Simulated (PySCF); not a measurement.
C4H5BO2, SMILES C#CB(O)C(C)=O.

Geometry: r2SCAN-D4/def2-SVP. This is a generated structure with no PubChem entry under its InChIKey; it may be hypothetical. Other conformers were not sampled.

Computed with PBE/def2-TZVP in PySCF.

Computed frontier levels, gap, dipole moment and polarisability:
* **highest occupied level**: -5.39 eV
* **lowest empty level**: -2.46 eV
* **orbital gap**: 2.93 eV
* **dipole moment**: 0.665 e·Å
* **quadrupole, principal values (traceless, Buckingham form, about the centre of nuclear charge)**: -10.53, 1.29, 9.24 D·Å
* **mean static polarisability**: 69.3 bohr³ (10.27 Å³)
* **polarisability, principal values**: 55.0, 61.6, 91.4 bohr³
